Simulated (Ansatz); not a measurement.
The cluster Cu2Se. Charge 0, multiplicity 3. Geometry r2SCAN-D4/def2-TZVP, that of the charge +1 doublet; atoms count from 1.

```xyz
3

Cu    0.195   -0.709   -1.270
Cu    0.280   -0.363    1.394
Se   -0.475    1.072   -0.124
```

At PBE0-D4/def2-TZVP a singlet of charge 0 lies 1.56 eV below the triplet at the same geometry. The structure comes from a short search, and lower isomers may exist.

Q: Estimate the Mulliken populations from the PBE0/def2-TZVP orbitals of Ansatz.

A: 
```
atom  charge (e)  spin (α − β)  d electrons
 Cu1        0.12          0.49         9.81
 Cu2        0.12          0.49         9.81
 Se3       -0.23          1.02            –
```
Mulliken values and Mayer orders depend strongly on the basis.

Q: Where does the spin sit?

A: Summed by element: Cu 0.98, Se 1.02, of 2 unpaired in all. Largest on single atoms: Se3 1.02, Cu1 0.49, Cu2 0.49.

Q: And the Mayer bond orders between bonded heavy atoms (over 0.3)?

A: Cu1–Cu2 0.57 (2.69 Å); Cu1–Se3 0.93 (2.22 Å); Cu2–Se3 0.93 (2.22 Å).
